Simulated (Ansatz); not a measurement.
`[NH2][AlH][GaH2]` + H₂O → `[OH][GaH2]` + `[NH2][AlH2]`  (formal hydrolysis of a Ga–Al bond)

Computed with Ansatz on PBE0-D4/def2-TZVP structures; ΔE is electronic, products minus reactants. CCSD(T)/CBS adds triple-zeta CCSD(T) − MP2 to the extrapolated MP2 energy (def2 sets, frozen cores). This one scheme is used for every species. Functionals use def2-TZVPP. B3LYP here is the variant with VWN-RPA as its local correlation; programs differ in this. For Ga outer-core shells are correlated without core-valence functions, which leaves a few kJ/mol of doubt a bond. Scalar relativity is left out up to krypton. One conformer a species, not always the lowest.

```
          level  ΔE (kJ/mol)
         B97M-V        -63.5
       B3LYP-D4        -50.5
        ωB97X-V        -54.9
       PBE-QIDH        -48.1
            PBE        -41.1
        r2SCAN0        -48.7
CCSD/def2-TZVPP        -51.2
   HF/CBS(def2)        -60.5
```

Question: What does CCSD(T)/CBS give? (Best estimate.)

Answer: The calculation gave: -47.1 kJ/mol. The listed levels differ from it by -16.4, -3.4, -7.8, -1.0, 6.0, -1.6, -4.1, -13.4 kJ/mol.

Largest T1 diagnostic among the species: 0.015.

At CCSD(T), def2-SVP lies −18.1 kJ/mol from the extrapolated value and def2-TZVPP −4.5 kJ/mol. Leaving LDA and LC-ωPBE aside and taking each functional with its dispersion term where it has one, the values, not all of them listed here, spread over 26.1 kJ/mol, from B97M-V to HSE06-D4.
